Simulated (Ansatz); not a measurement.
`Cl[SiH2][GeH3]` + `NCF` → `FCN[SiH2]Cl` + GeH₄ at 500 K and 1 bar (cleavage of the Si–Ge bond).

Computed with Ansatz on PBE0-D4/def2-TZVP structures; ΔE is electronic, products minus reactants. CBS: MP2 limit from def2 TZ/QZ plus the TZ coupled-cluster correction, frozen cores. For Ge outer-core shells are correlated without core-valence functions, which leaves a few kJ/mol of doubt a bond. Scalar relativity is left out up to krypton. Each species was taken in one conformer, which may not be the lowest.

| species | CCSD(T)/CBS energy (Eh) | H − E (kJ/mol) | S (J/(mol·K)) |
| --- | --- | --- | --- |
| `Cl[SiH2][GeH3]` | -2828.01436 | 150.3 | 391.3 |
| `NCF` | -194.94856 | 177.4 | 292.6 |
| `FCN[SiH2]Cl` | -944.48308 | 220.1 | 414.9 |
| GeH₄ | -2078.49493 | 99.4 | 244.6 |

H − E and S are ideal-gas, rigid-rotor, harmonic terms from PBE0-D4/def2-TZVP, for one conformer and one mirror image of each species. 1 Eh = 2625.50 kJ/mol, R = 8.31446 J/(mol·K).

Task: By hand: ΔE, ΔH, ΔS and ΔG.

Result: ΔE = (-944.48308) + (-2078.49493) − (-2828.01436) − (-194.94856) = -0.01509 Eh = -39.6 kJ/mol. Δ(H − E) = 220.1 + 99.4 − 150.3 − 177.4 = -8.2, so ΔH = -47.8 kJ/mol. ΔS = 414.9 + 244.6 − 391.3 − 292.6 = -24.4 J/(mol·K). ΔG = -47.8 − 500 × (-24.4)/1000 = -35.6 kJ/mol.

Task: By hand: the equilibrium constant, and the temperature at which ΔG would vanish if ΔH and ΔS stayed fixed.

Result: log₁₀ K = −ΔG/(RT ln 10) = 3.7. ΔG = 0 at ΔH/ΔS = 1959 K.

ΔH outweighs TΔS. A doubt of 5 kJ/mol in ΔE shifts log₁₀ K by 0.5 here. Other conformers and mirror images would add mixing entropy, several J/(mol·K) or more a flexible species. Modes under 60 cm⁻¹, often nearly free rotors, make the harmonic entropy too high. These are equilibria of isolated gas molecules and say nothing of rates. Largest T1 diagnostic: 0.012 (customary marks: 0.02 for closed shells, 0.045 for open ones).
